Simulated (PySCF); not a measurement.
# Ionisation energy of Ti⁺ by level of theory

Ti⁺ [Ar] 3d2 4s1 (4F) → Ti²⁺ [Ar] 3d2 (3F), as a difference of total energies. Computed with PySCF 2.14 in x2c-TZVPPall, with scalar relativity by spin-free X2C-1e. Correlated levels: valence: [Ar] frozen. The calculations carry no spin-orbit coupling.

```
           method  ionisation energy (eV)
              UHF                  12.941
    MP2 (valence)                  13.116
SCS-MP2 (valence)                  13.000
   CCSD (valence)                  13.167
CCSD(T) (valence)                  13.170
```

Task: How much does correlation contribute at CCSD(T) (valence)?

Result: 13.170 − (12.941) = 0.229 eV, measured against UHF.

Errors of the correlated levels include the incompleteness of this basis and the frozen core.

For comparison: 13.575 eV (measured; NIST Atomic Spectra Database, ionization energies).
